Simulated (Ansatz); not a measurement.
A CCSD(T) single point on CH7GaO2Si, SMILES `[CH3][GaH][O][SiH2]O`.

```yaml
crystal:
  periodic: [false, false, false]
  atoms:
    - {symbol: C, position_ang: [-1.945865, -0.310509, 0.914929]}
    - {symbol: Ga, position_ang: [-0.065261, 0.211566, 1.024451]}
    - {symbol: O, position_ang: [1.127904, -1.056374, 0.330642]}
    - {symbol: Si, position_ang: [1.577749, -0.420870, -1.067969]}
    - {symbol: O, position_ang: [0.514260, 0.911095, -1.085995]}
    - {symbol: H, position_ang: [-2.133371, -0.851716, -0.013749]}
    - {symbol: H, position_ang: [-2.200939, -0.968997, 1.749321]}
    - {symbol: H, position_ang: [-2.604677, 0.558727, 0.959983]}
    - {symbol: H, position_ang: [0.624670, 1.302083, 1.912936]}
    - {symbol: H, position_ang: [2.963263, 0.117231, -1.140742]}
    - {symbol: H, position_ang: [1.307457, -1.272913, -2.250808]}
    - {symbol: H, position_ang: [0.834789, 1.780658, -1.333020]}
basis:
  gaussian: {orbitals: def2-SVP}
correlation: {method: ccsd_t}
```

```sh
$ ansatz run in.yaml --threads 4 --pin off --events-out ev --progress --plain --max-ram 10444MiB
```

Output of Ansatz, abridged:

```
Functional definition: HF
1251 factors; integrals over basis functions are off by at most 1.2e-3 eV
mean field evaluation 1: about -65396.8915 eV, gradient 4.9e1 eV
mean field evaluation 2: about -65396.8943 eV, gradient 4.9e1 eV
mean field evaluation 4: about -65402.0734 eV, gradient 4.1e0 eV
mean field evaluation 8: about -65402.1251 eV, gradient 2.3e-4 eV
mean field -65402.12511787 eV, -2403.4837669292 hartree, gradient 2.6e-6 eV, S^2 0.000000; 0 other end points of the search recorded, 0 dependent functions left out
17 core orbitals not correlated: weight in the atoms' cores, before any rotation towards them, 1.000 or more for the frozen orbitals, at most 0.000 for the correlated occupied ones
reference -65402.12511787 eV, -2403.4837669292 hartree; 20, 20 occupied and 90, 90 virtual orbitals, 1251 factors
second order -22.66783344 eV of doubles, -0.00000000 eV of singles
cycle   1  -22.72682891 eV  change   -5.9e-2 eV  update   1.2e-1
cycle   2  -23.41281234 eV  change   -6.9e-1 eV  update   3.5e-2
cycle   3  -23.56190376 eV  change   -1.5e-1 eV  update   1.7e-2
cycle   4  -23.55283361 eV  change    9.1e-3 eV  update   3.5e-3
cycle   5  -23.55219060 eV  change    6.4e-4 eV  update   1.5e-3
cycle   6  -23.55257414 eV  change   -3.8e-4 eV  update   4.2e-4
cycle   7  -23.55241969 eV  change    1.5e-4 eV  update   1.9e-4
cycle   8  -23.55235973 eV  change    6.0e-5 eV  update   6.0e-5
cycle   9  -23.55236641 eV  change   -6.7e-6 eV  update   2.3e-5
perturbative correction -0.62682881 eV, -0.0230355338 hartree
Total energy: -65426.30431309 eV, -2404.3723359642 hartree
```

Hardware: 4 threads of an Arm Neoverse V1 on a shared host. Wall time 14 s, peak host memory 0.78 GiB.

MP2 recovers 93.7 % of the CCSD(T) correlation energy and the triples give 2.6 %; T1 = 0.0121.
